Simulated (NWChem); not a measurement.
Molecule: CH$_{3}$BeF; SMILES [CH3][Be][F]

Program: NWChem. All runs use the structure optimised with PBE0/def2-SVP. Ions are spin-unrestricted doublets at the neutral geometry; other ion states weren't tried.

Problem. Estimate the computed values for PBE/def2-SVP. Quantities: −ε(HOMO) (eV).

Solution. 
```json
{
 "−ε(HOMO) (eV)": "7.51"
}
```
